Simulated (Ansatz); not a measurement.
Ansatz (a first-principles code) input (B3LYP-D3(BJ)/def2-TZVP):

Ansatz 0.2 input:
```yaml
crystal:
  periodic: [false, false, false]
  atoms:
    - {symbol: Te, position_ang: [-0.03613614, -0.98424044, 0.78497496]}
    - {symbol: I, position_ang: [0.19657439, 1.30204273, -0.71544716]}
    - {symbol: N, position_ang: [-1.03270065, -2.27319276, -0.24788821]}
    - {symbol: H, position_ang: [-1.31045855, -1.91541269, -1.16478127]}
basis:
  gaussian:
    orbitals: def2-TZVP
hamiltonian:
  xc: b3lyp
  dispersion: d3bj
magnetization: {spin_polarized: true, initial_magnetization: 1}
phonons: {temperatures: {t_min: 298.15, t_max: 298.15, t_step: 100}}
```

Output:

```
Functional definition: B3LYP
integrals: 0.06 GiB planned
1033 factors; their error is unknown
mean field: 0.73 GiB planned
mean field evaluation 1: about -16891.7941 eV, gradient 5.5e1 eV
mean field evaluation 2: about -16785.2671 eV, gradient 1.2e2 eV
mean field evaluation 4: about -16903.7878 eV, gradient 1.7e1 eV
mean field evaluation 8: about -16905.2663 eV, gradient 7.9e-1 eV
mean field evaluation 16: about -16905.5915 eV, gradient 2.0e-3 eV
mean field -16905.59145457 eV, -621.2690269339 hartree, gradient 5.2e-5 eV, S^2 0.757711; 0 other end points of the search recorded, 0 dependent functions left out
the calculation of the forces begins
reference -16905.59166186 eV, -621.2690345517 hartree; 29, 28 occupied and 108, 109 virtual orbitals, 1033 factors
these checks for a lower state are left out or cut short: stability, starts, cluster_reference, orbital_swaps, neighbouring_geometries, increment
integrals: 0.06 GiB planned
1033 factors; their error is unknown
mean field: 0.73 GiB planned
mean field evaluation 32: about -16905.5914 eV, gradient 2.6e-6 eV
mean field -16905.59142280 eV, -621.2690257665 hartree, gradient 2.6e-6 eV, S^2 0.757729; 0 other end points of the search recorded, 0 dependent functions left out
the calculation of the forces begins
reference -16905.59163012 eV, -621.2690333854 hartree; 29, 28 occupied and 108, 109 virtual orbitals, 1033 factors
these checks for a lower state are left out or cut short: stability, starts, cluster_reference, orbital_swaps, neighbouring_geometries, increment
integrals: 0.06 GiB planned
1033 factors; their error is unknown
mean field: 0.73 GiB planned
mean field -16905.59137976 eV, -621.2690241846 hartree, gradient 2.7e-6 eV, S^2 0.757693; 0 other end points of the search recorded, 0 dependent functions left out
the calculation of the forces begins
reference -16905.59158702 eV, -621.2690318013 hartree; 29, 28 occupied and 108, 109 virtual orbitals, 1033 factors
these checks for a lower state are left out or cut short: stability, starts, cluster_reference, orbital_swaps, neighbouring_geometries, increment
integrals: 0.06 GiB planned
1033 factors; their error is unknown
mean field: 0.73 GiB planned
mean field -16905.59141987 eV, -621.2690256588 hartree, gradient 2.6e-6 eV, S^2 0.757712; 0 other end points of the search recorded, 0 dependent functions left out
the calculation of the forces begins
reference -16905.59162714 eV, -621.2690332758 hartree; 29, 28 occupied and 108, 109 virtual orbitals, 1033 factors
these checks for a lower state are left out or cut short: stability, starts, cluster_reference, orbital_swaps, neighbouring_geometries, increment
integrals: 0.06 GiB planned
1033 factors; their error is unknown
mean field: 0.73 GiB planned
mean field -16905.59144035 eV, -621.2690264116 hartree, gradient 2.7e-6 eV, S^2 0.757710; 0 other end points of the search recorded, 0 dependent functions left out
the calculation of the forces begins
reference -16905.59164767 eV, -621.2690340303 hartree; 29, 28 occupied and 108, 109 virtual orbitals, 1033 factors
these checks for a lower state are left out or cut short: stability, starts, cluster_reference, orbital_swaps, neighbouring_geometries, increment
integrals: 0.06 GiB planned
1033 factors; their error is unknown
mean field: 0.73 GiB planned
mean field -16905.59144750 eV, -621.2690266741 hartree, gradient 2.6e-6 eV, S^2 0.757707; 0 other end points of the search recorded, 0 dependent functions left out
the calculation of the forces begins
reference -16905.59165478 eV, -621.2690342915 hartree; 29, 28 occupied and 108, 109 virtual orbitals, 1033 factors
these checks for a lower state are left out or cut short: stability, starts, cluster_reference, orbital_swaps, neighbouring_geometries, increment
integrals: 0.06 GiB planned
1033 factors; their error is unknown
mean field: 0.73 GiB planned
mean field evaluation 64: about -16905.2707 eV, gradient 4.7e-4 eV
mean field -16905.59144793 eV, -621.2690266900 hartree, gradient 2.6e-6 eV, S^2 0.757715; 0 other end points of the search recorded, 0 dependent functions left out
the calculation of the forces begins
reference -16905.59165524 eV, -621.2690343084 hartree; 29, 28 occupied and 108, 109 virtual orbitals, 1033 factors
these checks for a lower state are left out or cut short: stability, starts, cluster_reference, orbital_swaps, neighbouring_geometries, increment
integrals: 0.06 GiB planned
1033 factors; their error is unknown
mean field: 0.73 GiB planned
mean field -16905.59151980 eV, -621.2690293310 hartree, gradient 2.7e-6 eV, S^2 0.757718; 0 other end points of the search recorded, 0 dependent functions left out
the calculation of the forces begins
reference -16905.59172712 eV, -621.2690369501 hartree; 29, 28 occupied and 108, 109 virtual orbitals, 1033 factors
these checks for a lower state are left out or cut short: stability, starts, cluster_reference, orbital_swaps, neighbouring_geometries, increment
integrals: 0.06 GiB planned
1033 factors; their error is unknown
mean field: 0.73 GiB planned
mean field -16905.59136790 eV, -621.2690237491 hartree, gradient 2.7e-6 eV, S^2 0.757704; 0 other end points of the search recorded, 0 dependent functions left out
the calculation of the forces begins
reference -16905.59157516 eV, -621.2690313657 hartree; 29, 28 occupied and 108, 109 virtual orbitals, 1033 factors
these checks for a lower state are left out or cut short: stability, starts, cluster_reference, orbital_swaps, neighbouring_geometries, increment
integrals: 0.06 GiB planned
1033 factors; their error is unknown
mean field: 0.73 GiB planned
mean field -16905.59130233 eV, -621.2690213391 hartree, gradient 2.7e-6 eV, S^2 0.757702; 0 other end points of the search recorded, 0 dependent functions left out
the calculation of the forces begins
reference -16905.59150961 eV, -621.2690289566 hartree; 29, 28 occupied and 108, 109 virtual orbitals, 1033 factors
these checks for a lower state are left out or cut short: stability, starts, cluster_reference, orbital_swaps, neighbouring_geometries, increment
integrals: 0.06 GiB planned
1033 factors; their error is unknown
mean field: 0.73 GiB planned
mean field evaluation 96: about -16905.5913 eV, gradient 4.3e-4 eV
mean field -16905.59130756 eV, -621.2690215315 hartree, gradient 2.6e-6 eV, S^2 0.757720; 0 other end points of the search recorded, 0 dependent functions left out
the calculation of the forces begins
reference -16905.59151486 eV, -621.2690291498 hartree; 29, 28 occupied and 108, 109 virtual orbitals, 1033 factors
these checks for a lower state are left out or cut short: stability, starts, cluster_reference, orbital_swaps, neighbouring_geometries, increment
integrals: 0.06 GiB planned
1033 factors; their error is unknown
mean field: 0.73 GiB planned
mean field -16905.59138697 eV, -621.2690244498 hartree, gradient 2.7e-6 eV, S^2 0.757705; 0 other end points of the search recorded, 0 dependent functions left out
the calculation of the forces begins
reference -16905.59159428 eV, -621.2690320682 hartree; 29, 28 occupied and 108, 109 virtual orbitals, 1033 factors
these checks for a lower state are left out or cut short: stability, starts, cluster_reference, orbital_swaps, neighbouring_geometries, increment
integrals: 0.06 GiB planned
1033 factors; their error is unknown
mean field: 0.73 GiB planned
mean field -16905.59147108 eV, -621.2690275408 hartree, gradient 2.7e-6 eV, S^2 0.757717; 0 other end points of the search recorded, 0 dependent functions left out
the calculation of the forces begins
reference -16905.59167836 eV, -621.2690351582 hartree; 29, 28 occupied and 108, 109 virtual orbitals, 1033 factors
these checks for a lower state are left out or cut short: stability, starts, cluster_reference, orbital_swaps, neighbouring_geometries, increment
integrals: 0.06 GiB planned
1033 factors; their error is unknown
mean field: 0.73 GiB planned
mean field -16905.59132198 eV, -621.2690220613 hartree, gradient 2.6e-6 eV, S^2 0.757707; 0 other end points of the search recorded, 0 dependent functions left out
the calculation of the forces begins
reference -16905.59152927 eV, -621.2690296790 hartree; 29, 28 occupied and 108, 109 virtual orbitals, 1033 factors
these checks for a lower state are left out or cut short: stability, starts, cluster_reference, orbital_swaps, neighbouring_geometries, increment
integrals: 0.06 GiB planned
1033 factors; their error is unknown
mean field: 0.73 GiB planned
mean field evaluation 128: about -16905.5914 eV, gradient 2.7e-6 eV
mean field -16905.59135934 eV, -621.2690234342 hartree, gradient 2.6e-6 eV, S^2 0.757715; 0 other end points of the search recorded, 0 dependent functions left out
the calculation of the forces begins
reference -16905.59156663 eV, -621.2690310523 hartree; 29, 28 occupied and 108, 109 virtual orbitals, 1033 factors
these checks for a lower state are left out or cut short: stability, starts, cluster_reference, orbital_swaps, neighbouring_geometries, increment
integrals: 0.06 GiB planned
1033 factors; their error is unknown
mean field: 0.73 GiB planned
mean field -16905.59141922 eV, -621.2690256347 hartree, gradient 2.7e-6 eV, S^2 0.757709; 0 other end points of the search recorded, 0 dependent functions left out
the calculation of the forces begins
reference -16905.59162648 eV, -621.2690332517 hartree; 29, 28 occupied and 108, 109 virtual orbitals, 1033 factors
these checks for a lower state are left out or cut short: stability, starts, cluster_reference, orbital_swaps, neighbouring_geometries, increment
integrals: 0.06 GiB planned
1033 factors; their error is unknown
mean field: 0.73 GiB planned
mean field -16905.59146650 eV, -621.2690273722 hartree, gradient 2.7e-6 eV, S^2 0.757714; 0 other end points of the search recorded, 0 dependent functions left out
the calculation of the forces begins
reference -16905.59167381 eV, -621.2690349910 hartree; 29, 28 occupied and 108, 109 virtual orbitals, 1033 factors
Total energy: -16905.82303876 eV, -621.2775374959 hartree
Atom 0 at    -0.036136    -0.984240     0.784975 Å, force    -0.000258    -0.000366    -0.000239 eV/Å
Atom 1 at     0.196574     1.302043    -0.715447 Å, force     0.000018     0.000021     0.000021 eV/Å
Atom 2 at    -1.032701    -2.273193    -0.247888 Å, force     0.000407     0.000385     0.000546 eV/Å
Atom 3 at    -1.310459    -1.915413    -1.164781 Å, force    -0.000168    -0.000041    -0.000328 eV/Å
Dipole moment:     0.101955     0.137790     0.100473 e Å
Vibrations: 137.26 195.75 204.08 633.42 891.24 3449.89 cm⁻¹, zero-point energy 0.341678 eV
```

It need not be the lowest isomer of its formula.
